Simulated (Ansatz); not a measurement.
PbS2⁺. The state is a quartet with charge 1. Geometry r2SCAN-D4/def2-TZVP; atoms count from 1.

Cartesian coordinates in Å:
```
Pb -1.819 -0.332 0.512
S 0.878 -0.578 -0.849
S 0.941 0.910 0.337
```

In the def2 sets Pb takes a core potential; there is no spin–orbit coupling. At PBE0-D4/def2-TZVP a doublet of charge 1 lies 1.86 eV below the quartet, each at its own geometry. The structure comes from a short search, and lower isomers may exist.

(1) Estimate the Mulliken populations from the PBE0/def2-TZVP orbitals of Ansatz.

(2) Where does the spin sit?

(3) And the Mayer bond orders between heavy atoms (over 0.3)?

Answers

(1) 
| atom | charge (e) | spin (α − β) |
| --- | --- | --- |
| Pb1 | 0.69 | 1.07 |
| S2 | 0.16 | 0.97 |
| S3 | 0.16 | 0.97 |
Mulliken values depend strongly on the basis.

(2) Summed by element: Pb 1.07, S 1.93, of 3 unpaired in all. Largest on single atoms: Pb1 1.07, S2 0.97, S3 0.97.

(3) S2–S3 1.98 (1.90 Å).
